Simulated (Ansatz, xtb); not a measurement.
**Two conformers of C2H4BF3O**

We compare I, `O[C@H](F)CB(F)F`, a singlet, with II, `O[C@@H](F)CB(F)F`, a singlet. Both are isolated molecules in the gas phase, relaxed with PBE0-D4/def2-SVP.

I (Å):

| atom | x (Å) | y (Å) | z (Å) |
| --- | --- | --- | --- |
| C | -1.6546 | -2.1850 | 1.5367 |
| C | -0.8778 | -1.4900 | 2.6248 |
| B | 0.4757 | -0.8843 | 2.1273 |
| F | -0.8377 | -3.1552 | 0.9767 |
| F | 0.5989 | -0.3789 | 0.9125 |
| F | 1.5352 | -0.8068 | 2.9088 |
| O | -2.7705 | -2.7685 | 2.0725 |
| H | -3.2958 | -3.1455 | 1.3576 |
| H | -1.9019 | -1.4957 | 0.7059 |
| H | -1.4917 | -0.6712 | 3.0395 |
| H | -0.7119 | -2.2015 | 3.4483 |

II (Å):

```yaml
atoms:
  - { symbol: C, position_ang: [-1.8410, 0.8494, 0.5943] }
  - { symbol: C, position_ang: [-0.4191, 0.4315, 0.8698] }
  - { symbol: B, position_ang: [0.0621, 0.8988, 2.2832] }
  - { symbol: F, position_ang: [-2.2172, 0.4349, -0.6637] }
  - { symbol: F, position_ang: [-0.7428, 0.8456, 3.3313] }
  - { symbol: F, position_ang: [1.2907, 1.3226, 2.5059] }
  - { symbol: O, position_ang: [-1.8981, 2.2204, 0.6751] }
  - { symbol: H, position_ang: [-2.8182, 2.5025, 0.6224] }
  - { symbol: H, position_ang: [-2.5507, 0.3673, 1.2947] }
  - { symbol: H, position_ang: [-0.3437, -0.6675, 0.8094] }
  - { symbol: H, position_ang: [0.2281, 0.8446, 0.0815] }
```

Estimate which is lower in electronic energy at CCSD(T)/def2-SVP + ΔMP2/def2-TZVPP, and by roughly how much.

Too close to call at this level: CCSD(T)/def2-SVP + ΔMP2/def2-TZVPP gives E(II) − E(I) = −1.89 kJ/mol.

How the difference moves with the method:

```
                             level          geometry  E(II) − E(I) (kJ/mol)  departure from the last row (kJ/mol)  job, with rough time for the two
                  PBE0-D4/def2-SVP  PBE0-D4/def2-SVP                   −2.00                                 −0.11                optimisation, 52 s
                       HF/def2-SVP  PBE0-D4/def2-SVP                   −2.04                                 −0.15           part of the CCSD(T) run
                      MP2/def2-SVP  PBE0-D4/def2-SVP                   −2.52                                 −0.63           part of the CCSD(T) run
                  CCSD(T)/def2-SVP  PBE0-D4/def2-SVP                   −2.32                                 −0.43                      single point
CCSD(T)/def2-SVP + ΔMP2/def2-TZVPP  PBE0-D4/def2-SVP                   −1.89                                                      single point, 74 s
```

The largest departure from CCSD(T)/def2-SVP + ΔMP2/def2-TZVPP is that of MP2/def2-SVP, 0.63 kJ/mol. Levels run at GFN2-xTB geometries aren't shown. The last row adds to CCSD(T) the change of the MP2 difference between the two basis sets, here +0.43 kJ/mol.

With thermal terms from frequencies at re-optimised GFN2-xTB minima (ideal gas, soft modes damped towards free rotors, one conformer each, 298.15 K, 1 atm): on the last row, ΔE + ΔZPE = −1.82, ΔH = −1.82, ΔG = −1.86 kJ/mol.

The correlated steps freeze 7 core orbitals. Codes used: Ansatz 0.2.0, xtb 6.7.1; the last row on 2 threads of Arm Neoverse V2 on a shared host.
